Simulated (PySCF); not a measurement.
F3In, triplet, geometry from GFN2-xTB (such geometries of metal compounds can be far from the true shape) (a higher spin typed on purpose: for a closed-shell molecule this is an excited state) (all electrons, no relativity); PySCF with PBE/STO-3G.

Input for PySCF:
```python
from pyscf import gto, scf, dft

mol = gto.M(
    atom='''
In   -0.000000   -0.000000   -0.000000
F    -1.990798   -1.210996    0.035394
F     0.017942    2.189572   -0.797805
F     1.972855   -0.978576    0.762411
''',
    basis='sto-3g',
    charge=0,
    spin=2,
    verbose=4,
)

mf = dft.UKS(mol)
mf.xc = 'pbe'
mf.kernel()
```

**Question.** What does PySCF print? Leave out banner, timings and long lists.

**Answer.** 
```
PySCF version 2.14.0

[INPUT] verbose = 4
[INPUT] num. atoms = 4
[INPUT] num. electrons = 76
[INPUT] charge = 0
[INPUT] spin (= nelec alpha-beta = 2S) = 2
[INPUT] symmetry False subgroup None
[INPUT] Mole.unit = angstrom
[INPUT] Symbol           X                Y                Z      unit          X                Y                Z       unit  Magmom
[...]
nuclear repulsion = 332.270557633633
number of shells = 20
number of NR pGTOs = 126
number of NR cGTOs = 42
basis = sto-3g
ecp = {}

******** <class 'pyscf.dft.uks.UKS'> ********
method = UKS
initial guess = minao
damping factor = 0
level_shift factor = 0
DIIS = <class 'pyscf.scf.diis.CDIIS'>
diis_start_cycle = 1
diis_space = 8
diis_damp = 0
SCF conv_tol = 1e-09
SCF conv_tol_grad = None
SCF max_cycles = 50
direct_scf = True
direct_scf_tol = 1e-13
number electrons alpha = 39  beta = 37
XC library pyscf.dft.libxc version 7.1.2
    S. Lehtola, C. Steigemann, M. J. T. Oliveira, and M. A. L. Marques,  SoftwareX 7, 1–5 (2018)
XC functionals = pbe
    J. P. Perdew, K. Burke, and M. Ernzerhof,  Phys. Rev. Lett. 77, 3865 (1996)
    J. P. Perdew, K. Burke, and M. Ernzerhof,  Phys. Rev. Lett. 78, 1396 (1997)
    J. P. Perdew, K. Burke, and M. Ernzerhof,  Phys. Rev. Lett. 77, 3865 (1996)
    J. P. Perdew, K. Burke, and M. Ernzerhof,  Phys. Rev. Lett. 78, 1396 (1997)
radial grids:
    Treutler-Ahlrichs [JCP 102, 346 (1995); DOI:10.1063/1.469408] (M4) radial grids

becke partition: Becke, JCP 88, 2547 (1988); DOI:10.1063/1.454033
pruning grids: <function nwchem_prune>
grids dens level: 3
symmetrized grids: False
atomic radii adjust function: <function treutler_atomic_radii_adjust>
small_rho_cutoff = 0
Set gradient conv threshold to 3.16228e-05
tot grids = 64664
init E= -5963.91798525913

cycle= 1 E= -5978.89413908527  delta_E=  -15  |g|= 0.288  |ddm|= 1.82

cycle= 2 E= -5973.56105112131  delta_E= 5.33  |g|= 2.56  |ddm|= 2.91

cycle= 3 E= -5978.40120982403  delta_E= -4.84  |g|= 0.69  |ddm|= 2.48

cycle= 4 E= -5978.48193420024  delta_E= -0.0807  |g|= 0.655  |ddm|= 1.61

cycle= 5 E= -5978.82104896942  delta_E= -0.339  |g|= 0.376  |ddm|= 1.61

cycle= 6 E= -5978.68659100491  delta_E= 0.134  |g|= 0.482  |ddm|= 1.26

cycle= 7 E= -5978.71519595314  delta_E= -0.0286  |g|= 0.45  |ddm|= 1.44

cycle= 8 E= -5978.86261675245  delta_E= -0.147  |g|= 0.292  |ddm|= 1.07

cycle= 9 E= -5978.74584031629  delta_E= 0.117  |g|= 0.426  |ddm|= 1.47

cycle= 10 E= -5978.72340810361  delta_E= 0.0224  |g|= 0.442  |ddm|= 0.0868

[...]

cycle= 20 E= -5978.77921085968  delta_E= -0.0265  |g|= 0.379  |ddm|= 1.43

cycle= 21 E= -5978.75498420518  delta_E= 0.0242  |g|= 0.408  |ddm|= 0.252

cycle= 22 E= -5978.78215572025  delta_E= -0.0272  |g|= 0.398  |ddm|= 1.42

cycle= 23 E= -5978.76486571257  delta_E= 0.0173  |g|= 0.406  |ddm|= 0.119

cycle= 24 E= -5978.7592820849  delta_E= 0.00558  |g|= 0.408  |ddm|= 0.0393

cycle= 25 E= -5978.75032273473  delta_E= 0.00896  |g|= 0.411  |ddm|= 0.0974

cycle= 26 E= -5978.82634215569  delta_E= -0.076  |g|= 0.353  |ddm|= 1.34

cycle= 27 E= -5978.78029245119  delta_E= 0.046  |g|= 0.387  |ddm|= 0.553

cycle= 28 E= -5978.43882739052  delta_E= 0.341  |g|= 0.742  |ddm|= 1.53

cycle= 29 E= -5978.69393428683  delta_E= -0.255  |g|= 0.478  |ddm|= 0.394

cycle= 30 E= -5978.77030296396  delta_E= -0.0764  |g|= 0.395  |ddm|= 1.44

cycle= 31 E= -5978.76445361951  delta_E= 0.00585  |g|= 0.393  |ddm|= 1.43

cycle= 32 E= -5978.76188492143  delta_E= 0.00257  |g|= 0.399  |ddm|= 1.43

cycle= 33 E= -5978.93227671949  delta_E= -0.17  |g|= 0.191  |ddm|= 1.39

cycle= 34 E= -5978.76871870908  delta_E= 0.164  |g|= 0.39  |ddm|= 1.41

cycle= 35 E= -5978.75051025702  delta_E= 0.0182  |g|= 0.41  |ddm|= 0.0834

cycle= 36 E= -5978.73932346047  delta_E= 0.0112  |g|= 0.421  |ddm|= 0.0335

cycle= 37 E= -5978.74362476898  delta_E= -0.0043  |g|= 0.417  |ddm|= 0.019

cycle= 38 E= -5978.77124788927  delta_E= -0.0276  |g|= 0.388  |ddm|= 0.0944

cycle= 39 E= -5978.70850882503  delta_E= 0.0627  |g|= 0.455  |ddm|= 1.43

cycle= 40 E= -5978.79327646083  delta_E= -0.0848  |g|= 0.366  |ddm|= 1.43

cycle= 41 E= -5978.79438451419  delta_E= -0.00111  |g|= 0.364  |ddm|= 0.0593

cycle= 42 E= -5978.45983003694  delta_E= 0.335  |g|= 0.648  |ddm|= 1.55

cycle= 43 E= -5978.68377746886  delta_E= -0.224  |g|= 0.48  |ddm|= 0.433

cycle= 44 E= -5978.77261319655  delta_E= -0.0888  |g|= 0.388  |ddm|= 0.23

cycle= 45 E= -5978.77952669066  delta_E= -0.00691  |g|= 0.381  |ddm|= 0.0435

cycle= 46 E= -5978.77601383553  delta_E= 0.00351  |g|= 0.385  |ddm|= 0.0205

cycle= 47 E= -5978.77657615826  delta_E= -0.000562  |g|= 0.383  |ddm|= 1.43

cycle= 48 E= -5978.90355264127  delta_E= -0.127  |g|= 0.251  |ddm|= 1.44

cycle= 49 E= -5978.74234931491  delta_E= 0.161  |g|= 0.428  |ddm|= 0.766

cycle= 50 E= -5978.75232562815  delta_E= -0.00998  |g|= 0.417  |ddm|= 0.0309
SCF not converged.
SCF energy = -5978.75232562815 after 50 cycles  <S^2> = 2.0043058  2S+1 = 3.0028691
```

Convergence was not reached.
